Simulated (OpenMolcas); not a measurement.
# Ag2+ in a point-charge field

Ag2+ among 4 point charges of -2 e arranged as a tetrahedron (Td), 1.77 Å from the ion.

| Quantity | Value |
| --- | --- |
| Program | OpenMolcas |
| Method | SS-CASPT2, IPEA 0.25 Eh, imaginary shift 0.1 Eh (closed shells correlated: 4s 4p) |
| Basis | ANO-RCC-VDZP [6s5p3d1f] |
| Scalar Hamiltonian | DKH2, point nucleus |
| Active space | 9 electrons in 5 orbitals (4d) |
| State averaging | 2S+1 = 2 even, 5 roots |
| Spin-orbit coupling | state interaction with AMFI integrals over the reference wave functions |

The lowest spin-free states (labels of Td), above the lowest:

| State | Degeneracy | E (cm-1) | Free-ion L (%) |
| --- | --- | --- | --- |
| 2T2 | 3 | 0 | D (100) |
| 2E | 2 | 3800 | D (100) |

The lowest levels with spin-orbit coupling:

| E (cm-1) | Degeneracy | Label | 2S+1 | g |
| --- | --- | --- | --- | --- |
| 0 | 2 | Γ7 | 2 | 1.94 1.94 1.94 |
| 1440 | 4 | Γ8 | 2 |  |
| 6710 | 4 | Γ8 | 2 |  |

Powder χT (cm3 K/mol): 0.357 at 2 K, 0.366 at 10 K, 0.412 at 50 K, 0.469 at 100 K, 0.583 at 200 K, 0.697 at 300 K. The effective moment at 300 K is 2.828 √(χT) = 2.36 μB.

The lowest level has 2S+1 = 2, for which the spin-only value is χT = S(S+1) / 2 = 0.375 cm3 K/mol (g = 2). The computed 0.697 at 300 K differs by +0.322, through orbital momentum, spin-orbit coupling and any other state in reach. With a threefold ground state the orbital momentum is unquenched, so the spin-only value is not expected to hold.

The gap between the two states is 10Dq = -3800 cm-1 (negative for this site).

An orbital triplet at a regular site is open to Jahn-Teller coupling, which can distort the site and quench the lowest spin-orbit gaps and is left out. The ground term spreads over less than 5000 cm-1, several times less than with real ligands, so orbital moments are less quenched and χT lies further from the spin-only value than at real sites. Free-ion shares, where given, are those of the reference states; single-state CASPT2 does not remix them. Point charges carry no covalency, so the field is a model and not that of real ligands. No measured value stands beside these numbers.
